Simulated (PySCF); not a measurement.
Structure with atom numbers: `[CH2:1]=[CH:2][Si@H:3]([N:4]=[CH2:5])[C:6](=[O:7])[O:8][CH3:9]`; H(Xn) means a hydrogen on atom n. Ha(C1), Ha(C5) are cis to Si3; Hb(C1), Hb(C5) are trans to Si3.

[PySCF: shielding tensors at PBE0/pcSseg-1 (GIAO); coordinates at the GFN2-xTB level; isolated molecule; one conformer; one averaged value for each set of equivalent atoms; non-relativistic Hamiltonian]

Scale: $^{13}$C vs TMS (reference shieldings calculated alike).

Do the $^{13}$C shifts follow the atomic charges (in e)? Tabulate both.

Results:


```json
{"atoms": "C6", "hybridisation": "sp2", "δ (ppm)": "187.2", "σ para (ppm)": "-259", "Hirshfeld": "+0.12", "IAO": "+0.27", "Mulliken": "+0.24", "ESP-fitted": "+0.53"}
{"atoms": "C5", "hybridisation": "sp2", "δ (ppm)": "173.0", "σ para (ppm)": "-239", "Hirshfeld": "+0.03", "IAO": "-0.07", "Mulliken": "+0.07", "ESP-fitted": "+0.23"}
{"atoms": "C1", "hybridisation": "sp2", "δ (ppm)": "143.9", "σ para (ppm)": "-209", "Hirshfeld": "-0.08", "IAO": "-0.27", "Mulliken": "-0.15", "ESP-fitted": "-0.36"}
{"atoms": "C2", "hybridisation": "sp2", "δ (ppm)": "141.5", "σ para (ppm)": "-218", "Hirshfeld": "-0.14", "IAO": "-0.43", "Mulliken": "-0.48", "ESP-fitted": "-0.24"}
{"atoms": "C9", "hybridisation": "sp3", "δ (ppm)": "51.4", "σ para (ppm)": "-107", "Hirshfeld": "-0.04", "IAO": "-0.22", "Mulliken": "-0.05", "ESP-fitted": "-0.24"}
```

Correlation coefficients of δ with charge over these carbons: Hirshfeld +0.44, IAO +0.50, Mulliken +0.28, ESP-fitted +0.65; with the paramagnetic shielding -1.00. Among the 4 sp2 carbons alone: Hirshfeld +0.99, IAO +0.96, Mulliken +0.92, ESP-fitted +0.99. With so few points, grouped by hybridisation, these coefficients are fragile. Charge is one influence among several: hybridisation and low-lying excitations act through the paramagnetic term.

Shifts are as computed. Against solution values, carbons near 30 ppm lie about +3 ppm off and those near 130 ppm about +5 ppm. Of 1211 compounds with measured shifts, 218 miss one by over three times the rms of a fit or turn the order of signals round; such compounds aren't used in these exercises.
